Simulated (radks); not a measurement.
Coulomb parameter of the 3d shell of the vanadium ion V+ in the model configuration [Ar] 3d2.5 4s1.5, as a second difference U = [E(n + 0.5) + E(n - 0.5) - 2 E(n)] / (0.5)^2 with all orbitals relaxed. "Bare": the charge of the atom changes with n. "Screened": the 4s shell takes up the change at fixed total charge, which measures U(3d,3d) + U(4s,4s) - 2 U(3d,4s). Method: Dirac Kohn-Sham, PBE, spin-unpolarised, spherical densities, finite nucleus; open shells are shared between the two j in proportion to 2j + 1; Fermi nuclear charge, rms radius 3.6002 fm; computed with a radial shooting solver on a logarithmic mesh with Libxc functionals.

case	configuration	E - E(n) (eV)
start	[Ar] 3d2.5 4s1.5	0.000
bare +0.5	[Ar] 3d3 4s1.5	-5.867
bare -0.5	[Ar] 3d2 4s1.5	9.170
screened +0.5	[Ar] 3d3 4s1	-1.224
screened -0.5	[Ar] 3d2 4s2	2.016

U(bare) = 13.210 eV, U(screened by 4s) = 3.167 eV.
